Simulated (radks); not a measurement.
Question: The table gives one normalised radial function P(r) = r R(r) (large component) of Yb in [Xe] 4f13 6s2 6p1 (r in bohr). Method: Dirac Kohn-Sham, PBE, spin-unpolarised, spherical densities, finite nucleus; open shells fill j = l - 1/2 first; Fermi nuclear charge, rms radius 5.3108 fm; computed with a radial shooting solver on a logarithmic mesh with Libxc functionals.

| r | P |
|---|---|
| 0.0008416 | 0.0001 |
| 0.001159 | 0.0003 |
| 0.001596 | 0.0005 |
| 0.002198 | 0.0009 |
| 0.003027 | 0.0016 |
| 0.004135 | 0.0028 |
| 0.005695 | 0.0049 |
| 0.007842 | 0.0085 |
| 0.0108 | 0.0142 |
| 0.01487 | 0.0226 |
| 0.02048 | 0.0340 |
| 0.02821 | 0.0468 |
| 0.03884 | 0.0559 |
| 0.05349 | 0.0520 |
| 0.07367 | 0.0244 |
| 0.1014 | -0.0268 |
| 0.1386 | -0.0735 |
| 0.1909 | -0.0681 |
| 0.2628 | 0.0149 |
| 0.362 | 0.1082 |
| 0.4985 | 0.0922 |
| 0.6865 | -0.0520 |
| 0.9453 | -0.1917 |
| 1.302 | -0.1800 |
| 1.793 | 0.0079 |
| 2.469 | 0.2675 |
| 3.373 | 0.4583 |
| 4.645 | 0.4837 |
| 6.397 | 0.3471 |
| 8.809 | 0.1733 |
| 12.13 | 0.0553 |
| 16.71 | 0.0100 |

Which n and l does it have? It may be an empty orbital.

Answer: n = 6, l = 1: the number of nodes gives n - l - 1 = 4, the rise at small r points to l (this Dirac orbital starts outside the nucleus as r^gamma with gamma = sqrt((l + 1)^2 - (Z/c)^2) = 1.93; the j = 3/2 orbital of l + 1 starts with the same power, but with a smaller coefficient, and then steepens), and the extent must fit the shell. The curve is that of 6p3/2; the two j differ most near the nucleus, where j = l - 1/2 has the larger amplitude, and in heavy atoms j = l - 1/2 is also the more compact. 6p3/2 (empty): eigenvalue -1.953 eV, 4 radial nodes at r = 0.0869, 0.251, 0.622, 1.77 bohr, <r> = 5.02 bohr, 90 % of the charge inside 7.57 bohr.
